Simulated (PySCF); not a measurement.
Species: C7H11O (doublet state).
Geometry (GFN2-xTB, Å), atoms numbered from 1 in this order:
```
atom  x, y, z in Å
C1     3.2096   -0.0031   -0.3297
O2     2.1105   -0.8108    0.0122
C3     0.8867   -0.2275   -0.0744
C4     0.5381    1.0040   -0.4372
C5    -0.9498    1.1877   -0.3776
C6    -1.4381   -0.1335    0.1039
C7    -2.8628   -0.5139    0.2091
C8    -0.3017   -1.0749    0.2898
H9     4.0935   -0.6286   -0.2184
H10    3.2854    0.8629    0.3360
H11    3.1349    0.3489   -1.3638
H12    1.1897    1.8026   -0.7424
H13   -1.3668    1.4557   -1.3606
H14   -1.2293    2.0094    0.2986
H15   -3.2339   -0.9719   -0.7176
H16   -3.0126   -1.2422    1.0064
H17   -3.4814    0.3600    0.4090
H18   -0.2163   -1.4522    1.3179
H19   -0.3655   -1.9635   -0.3536
```

The hyperfine couplings belong to this conformer and change with its torsions.

The species is `COC1=CC[C](C)C1` [radical].

Theory: PySCF, UKS B3LYP, pcH-1 on C H O, non-relativistic, mean-field spin-orbit, GIAO. The structure is a single GFN2-xTB conformer in the gas phase; no vibrational or solvent corrections. The geometry wasn't refined by DFT: couplings that depend on bond lengths, twists or pyramidal angles can differ widely from those at the functional's own minimum. The SCF solution wasn't tested for stability.

The largest Mulliken spin populations are on C6 (+0.97), C8 (-0.08), C5 (-0.08) and C7 (-0.08). C6 is the only atom above +0.15. The angles at C6 add up to 359.5°, so it is planar.

Q: List the C–H protons on four-coordinate carbons next to a three-coordinate spin centre, with their couplings and θ (C–H bond against the normal to the plane of the centre's neighbours, projected along the bond that joins the two).

A: 
```json
{"β H": "H13", "on": "C5", "centre": "C6", "θ (°)": "32", "cos²θ": "0.71", "a (G)": "+35.61"}
{"β H": "H14", "on": "C5", "centre": "C6", "θ (°)": "29", "cos²θ": "0.77", "a (G)": "+35.41"}
{"β H": "H15", "on": "C7", "centre": "C6", "θ (°)": "4", "cos²θ": "1.00", "a (G)": "+47.75"}
{"β H": "H16", "on": "C7", "centre": "C6", "θ (°)": "57", "cos²θ": "0.30", "a (G)": "+15.36"}
{"β H": "H17", "on": "C7", "centre": "C6", "θ (°)": "64", "cos²θ": "0.19", "a (G)": "+9.88"}
{"β H": "H18", "on": "C8", "centre": "C6", "θ (°)": "28", "cos²θ": "0.78", "a (G)": "+37.65"}
{"β H": "H19", "on": "C8", "centre": "C6", "θ (°)": "32", "cos²θ": "0.73", "a (G)": "+37.96"}
```

Fitting the Heller–McConnell form a = ρ(B0 + B2 cos²θ), with Mulliken ρ = 0.97, gives B0 = 1.4 G and B2 = 48.3 G, with a largest miss of 2.6 G. By this fit the coupling would be 48.3 G at θ = 0° and 1.3 G at 90°.

Q: What would the freely rotating methyl group on C7 show?

A: Three equal couplings, a 1:3:3:1 quartet. The mean of the three values of this geometry estimates the splitting: 24.3 G, or 68.2 MHz (three bonds 120° apart have a mean cos²θ of 1/2 at any torsion).

Couplings in gauss use g_iso = 2.0026.
